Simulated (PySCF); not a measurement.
## Dipole response of Lu⁺ (lutetium, charge +1)

[Xe] 4f14 6s2, closed-shell 1S. Calculation: PySCF 2.14, in ANO-RCC-VTZP; scalar relativity by spin-free X2C-1e. Coupled (time-dependent) response in atomic units; α is the mean over directions. The basis has no added diffuse functions, which lowers α and C₆.

```csv
method,mean α (bohr³),C₆ (like pair),S(−4)
B3LYP,56.48,545.7,1322
```

S(−4) is the Cauchy moment in α(ω) = α(0) + S(−4) ω² + …

α(iu) at B3LYP:

```json
{"u (hartree)": "0", "α(iu) (bohr³)": "56.48"}
{"u (hartree)": "0.0500", "α(iu) (bohr³)": "53.37"}
{"u (hartree)": "0.100", "α(iu) (bohr³)": "45.94"}
{"u (hartree)": "0.200", "α(iu) (bohr³)": "30.24"}
{"u (hartree)": "0.300", "α(iu) (bohr³)": "20.13"}
{"u (hartree)": "0.500", "α(iu) (bohr³)": "10.91"}
{"u (hartree)": "0.750", "α(iu) (bohr³)": "6.669"}
{"u (hartree)": "1.00", "α(iu) (bohr³)": "4.758"}
{"u (hartree)": "1.50", "α(iu) (bohr³)": "2.964"}
{"u (hartree)": "2.00", "α(iu) (bohr³)": "2.096"}
{"u (hartree)": "3.00", "α(iu) (bohr³)": "1.266"}
{"u (hartree)": "5.00", "α(iu) (bohr³)": "0.6560"}
```

A single London oscillator, α(iu) = α/(1 + u²/ω²), gives C₆ = (3/4) ω α². Matching the computed C₆ needs ω = 4 × 545.7 / (3 × 56.48²) = 0.228 hartree.

For an ion, C₆ is the dispersion term alone; charge-induced terms of lower order in 1/R come first.

Spin-orbit coupling, which splits the p, d and f shells strongly at this Z, is absent.
